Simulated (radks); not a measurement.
Zn+, 29 electrons, occupied as [Ar] 3d9 4s1 4d1 (not the ground configuration).

All-electron calculation, Dirac Kohn-Sham, PBE, spin-unpolarised, spherical densities, finite nucleus; open shells fill j = l - 1/2 first; Fermi nuclear charge, rms radius 3.9283 fm. Program: a radial shooting solver on a logarithmic mesh with Libxc functionals.

Energy parts (hartree):
part                       energy
total                 -1794.90100
kinetic                1828.31684
electron-nucleus      -4307.64242
Hartree                 755.25734
exchange-correlation    -70.83276

Orbitals (lengths in bohr, moments of r in powers of bohr; <r^-3> diverges for s and p1/2; r(max) is where P^2 peaks):
| orbital | occ. | eigenvalue (hartree) | <r^2> | r(max) | <r^-3> | <r> | small-component weight |
|---|---|---|---|---|---|---|---|
| 1s1/2 | 2 | -350.8150 | 0.003405 | 0.03291 | - | 0.05031 | 1.17e-02 |
| 2s1/2 | 2 | -43.41399 | 0.06030 | 0.1893 | - | 0.2260 | 2.24e-03 |
| 2p1/2 | 2 | -38.33276 | 0.04717 | 0.1502 | - | 0.1959 | 2.22e-03 |
| 2p3/2 | 4 | -37.45563 | 0.04870 | 0.1530 | 769.3 | 0.1993 | 2.18e-03 |
| 3s1/2 | 2 | -5.58198 | 0.5302 | 0.5873 | - | 0.6776 | 5.03e-04 |
| 3p1/2 | 2 | -3.96897 | 0.5778 | 0.5855 | - | 0.7000 | 4.55e-04 |
| 3p3/2 | 4 | -3.85472 | 0.5950 | 0.5936 | 101.0 | 0.7104 | 4.45e-04 |
| 3d3/2 | 4 | -1.17627 | 0.8917 | 0.5580 | 10.48 | 0.8307 | 3.19e-04 |
| 3d5/2 | 5 | -1.16194 | 0.9036 | 0.5608 | 10.21 | 0.8361 | 3.16e-04 |
| 4s1/2 | 1 | -0.71960 | 5.420 | 1.847 | - | 2.177 | 6.19e-05 |
| 4d3/2 | 1 | -0.16100 | 29.08 | 4.305 | 0.2525 | 5.021 | 1.33e-05 |
| 4d5/2 | 0 | -0.16066 | 29.21 | 4.318 | 0.2496 | 5.033 | 1.33e-05 |

The highest occupied level is 4d3/2 at -4.381 eV. Summed over all electrons, <r^2> = 47.60 bohr^2, which gives a Langevin (diamagnetic) susceptibility term of -37.7 x 10^-6 cm^3/mol.
